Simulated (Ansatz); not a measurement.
C2H9NSi2 can be A, `C=C[SiH2]N[SiH3]`, or B, `C/C([SiH3])=N\[SiH3]`.

Computed with Ansatz on PBE0-D4/def2-TZVP structures; ΔE is electronic, products minus reactants. CBS: MP2 limit from def2 TZ/QZ plus the TZ coupled-cluster correction, frozen cores. Functionals use def2-TZVPP. B3LYP here is the variant with VWN-RPA as its local correlation; programs differ in this. Each species was taken in one conformer, which may not be the lowest.

Which isomer does CCSD(T)/CBS put lower? Give the gap. (An estimate is asked.)

Ansatz gave: A, by 128.6 kJ/mol.

Give E(B) − E(A) in kJ/mol with ωB97M-V, B2PLYP, CCSD(T)/def2-TZVPP, PBE-D4, HF/def2-TZVPP, B3LYP, CCSD/def2-TZVPP. (Best estimate.)

Computed: ωB97M-V 123.8, B2PLYP 120.8, CCSD(T)/def2-TZVPP 123.7, PBE-D4 100.9, HF/def2-TZVPP 133.9, B3LYP 115.7, CCSD/def2-TZVPP 127.5. None reverses the order clearly.

Largest T1 diagnostic: 0.013.

In def2-TZVPP, CCSD(T) changes the Hartree–Fock value by −10.3 kJ/mol (the triples alone add −3.8 kJ/mol) and MP2 by −5.6 kJ/mol. From PBE to PBE0 (25 % exact exchange), in def2-TZVPP and without D4, E(B) − E(A) moves by +12.2 kJ/mol.
